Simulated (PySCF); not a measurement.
Compound: (H3Sn)2NH.
Bonds: Sn1–N5, N5–Sn6. Hydrogens: H2, H3, H4 on Sn1; H10 on N5; H7, H8, H9 on Sn6.

Level of theory: PBE0-D3(BJ)/def2-SVP geometry optimisation, gas phase, def2 core potentials past Kr (PySCF 2.14.0).

Q: What internal coordinates does the optimisation give?

A: 
```
                   bond  length (bohr)
         Sn1–H2, Sn6–H7          3.254
Sn1–H3 and 3 like bonds          3.239
         Sn1–N5, N5–Sn6          3.845
                 N5–H10          1.923
```

Bonds in one row agree within 0.02 bohr and their mean is given. A selection of angles:
```
     angle  degrees
 H2–Sn1–H3    110.3
 H2–Sn1–N5    112.1
 H3–Sn1–H4    111.6
 H3–Sn1–N5    105.2
 H4–Sn1–N5    108.0
Sn1–N5–Sn6    127.8
Sn1–N5–H10    114.5
Sn6–N5–H10    114.1
```

Sn1 (tin bonded to N and 3 H) is distorted tetrahedral (angles from 105.2° to 112.1°). N5 (nitrogen bonded to 2 Sn and H) is almost planar (angles 127.8°, 114.5° and 114.1°, sum 356.4°, 0.17 Å off the plane of its three neighbours).

Point group: Cs (every atom within 0.08 Å of its image). No PBE0-D3(BJ)/def2-SVP frequencies stand behind this structure, so it isn't proved a minimum.
